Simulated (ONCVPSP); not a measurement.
Reading a pseudo-wave (Ni)

Columns: radius, all-electron u(r) and pseudo u(r) of the 3p shell (level -71.44 eV) of nickel in the configuration [Ne] 3s2 3p6 3d8 4s2; PW91, scalar-relativistic, ONCV scheme, ONCVPSP 4.0.1.

```json
{"r (bohr)": "0.072", "all-electron": "-0.4666", "pseudo": "0.0381"}
{"r (bohr)": "0.145", "all-electron": "-0.6296", "pseudo": "0.1497"}
{"r (bohr)": "0.217", "all-electron": "-0.3397", "pseudo": "0.3186"}
{"r (bohr)": "0.290", "all-electron": "0.1202", "pseudo": "0.5279"}
{"r (bohr)": "0.362", "all-electron": "0.5488", "pseudo": "0.7441"}
{"r (bohr)": "0.435", "all-electron": "0.8789", "pseudo": "0.9426"}
{"r (bohr)": "0.507", "all-electron": "1.0879", "pseudo": "1.0935"}
{"r (bohr)": "0.580", "all-electron": "1.1952", "pseudo": "1.1861"}
{"r (bohr)": "0.652", "all-electron": "1.2221", "pseudo": "1.2157"}
{"r (bohr)": "0.725", "all-electron": "1.1935", "pseudo": "1.1915"}
{"r (bohr)": "0.798", "all-electron": "1.1290", "pseudo": "1.1286"}
{"r (bohr)": "0.870", "all-electron": "1.0452", "pseudo": "1.0450"}
{"r (bohr)": "0.942", "all-electron": "0.9520", "pseudo": "0.9518"}
{"r (bohr)": "1.015", "all-electron": "0.8551", "pseudo": "0.8549"}
{"r (bohr)": "1.088", "all-electron": "0.7606", "pseudo": "0.7605"}
{"r (bohr)": "1.160", "all-electron": "0.6726", "pseudo": "0.6725"}
{"r (bohr)": "1.232", "all-electron": "0.5913", "pseudo": "0.5912"}
{"r (bohr)": "1.305", "all-electron": "0.5163", "pseudo": "0.5162"}
{"r (bohr)": "1.378", "all-electron": "0.4490", "pseudo": "0.4489"}
{"r (bohr)": "1.450", "all-electron": "0.3900", "pseudo": "0.3900"}
{"r (bohr)": "1.522", "all-electron": "0.3379", "pseudo": "0.3378"}
{"r (bohr)": "1.595", "all-electron": "0.2914", "pseudo": "0.2913"}
{"r (bohr)": "1.668", "all-electron": "0.2508", "pseudo": "0.2508"}
{"r (bohr)": "1.740", "all-electron": "0.2160", "pseudo": "0.2160"}
{"r (bohr)": "1.812", "all-electron": "0.1858", "pseudo": "0.1857"}
{"r (bohr)": "1.885", "all-electron": "0.1593", "pseudo": "0.1592"}
```

Task: How many radial nodes do the two functions have?

Result: The all-electron 3p function has n − l − 1 = 1; the pseudo-wave has 0, since the states of the same l below it are removed with the core.

Task: At about which radius was the pseudo-wave matched?

Result: 0.95 bohr. The columns agree to 0.0005 from 0.80 bohr on; several derivatives are matched, so the curves merge somewhat inside the radius.

Task: Is the pseudo-wave norm-conserving?

Result: Yes: the ONCV scheme keeps the norm inside the radius equal to the all-electron one, which fixes the energy derivative of the logarithmic derivative at the level.
